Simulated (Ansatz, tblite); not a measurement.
Forces on the cluster Ru4 at its PBE0-D4/def2-SVP geometry. The state is a singlet with charge 0.

In the def2 sets Ru takes a core potential; there is no spin–orbit coupling. The xTB rows come from tblite. At PBE0-D4/def2-TZVP the restricted singlet is unstable: a solution with broken spin symmetry lies lower. The order of the spin states hangs on the level: the quintet lies 1.45 eV below the singlet at PBE0-D4/def2-TZVP, but 0.50 eV above it at GFN1-xTB. The structure comes from a short search, and lower isomers may exist.

GFN1-xTB (tblite), largest force 3.93 eV/Å:

```xyz
4
positions Å, forces eV/Å
Ru   -1.171   -0.157   -0.880   -2.987   -1.720    1.890
Ru   -0.216    0.740    1.257   -1.452    3.589   -0.691
Ru    0.866    0.645   -1.003    3.532    0.847    1.500
Ru    0.521   -1.227    0.627    0.907   -2.716   -2.699
```

GFN2-xTB (tblite), largest force 4.72 eV/Å:

```
Ru -4.442 -1.574 -0.272
Ru -1.488 4.067 1.876
Ru 4.267 1.853 -0.795
Ru 1.663 -4.346 -0.808
```

PBE0-D4/def2-TZVP (Ansatz), largest force 0.32 eV/Å:

```
Ru 0.294 0.078 0.102
Ru 0.082 -0.234 -0.209
Ru -0.258 -0.138 0.140
Ru -0.118 0.294 -0.033
```
